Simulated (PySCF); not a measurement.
Ga(H)(SeH)2 (GaH3Se2), SMILES [SeH][GaH][SeH].

Geometry: B3LYP-D3(BJ)/def2-SVP. The structure was generated by enumeration; whether it is a known compound was not checked. Other conformers were not sampled.

Computed with PBE/def2-TZVPD run with PySCF.

The molecule is in vacuum.

Computed frontier levels, gap, dipole moment and polarisability:
- highest occupied level = -6.09 eV
- lowest empty level = -2.11 eV
- orbital gap = 3.98 eV
- dipole moment = 0.066 e·Å
- quadrupole, principal values (traceless, Buckingham form, about the centre of nuclear charge) = -4.89, -1.53, 6.42 D·Å
- mean static polarisability = 96.1 bohr³ (14.24 Å³)
- polarisability, principal values = 72.2, 90.2, 125.9 bohr³
